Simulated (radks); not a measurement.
Gd IV, configuration [Xe] 4f7 (the NIST ground configuration). Method: Dirac Kohn-Sham, LDA (Slater exchange, Perdew-Wang correlation), spin-unpolarised, spherical densities, point nucleus; open shells are shared between the two j in proportion to 2j + 1; speed of light set to 205.554 atomic units (1.5 times the physical value, a model run); computed with a radial shooting solver on a logarithmic mesh with Libxc functionals.

Radial electron density D(r) = 4 pi r^2 rho(r):

```
   r/bohr * D(r) (the largest magnitude, 110, reaches the edge; | marks zero)
 0.002739 |       *
 0.003624 |           *
 0.004795 |                *
 0.006345 |                       *
 0.008328 |                              *
  0.01102 |                                     *
  0.01458 |                                        *
  0.01929 |                                        *
  0.02552 |                                     *
   0.0335 |                                     *
  0.04433 |                                           *
  0.05865 |                                                    *
   0.0776 |                                                      *
   0.1019 |                                              *
   0.1348 |                                          *
   0.1783 |                                                *
   0.2359 |                                          *
   0.3097 |                         *
   0.4098 |                     *
   0.5422 |                        *
   0.7174 |                *
   0.9416 |        *
    1.246 |     *
    1.648 |  *
    2.181 |*
    2.863 *
    3.788 *
    5.012 *
```

D(r) has 4 maxima, at r = 0.0166, 0.0705, 0.192, 0.521 bohr, and minima at 0.0307, 0.127, 0.375 bohr, inside which lie 1.99, 11.30, 29.39 electrons.
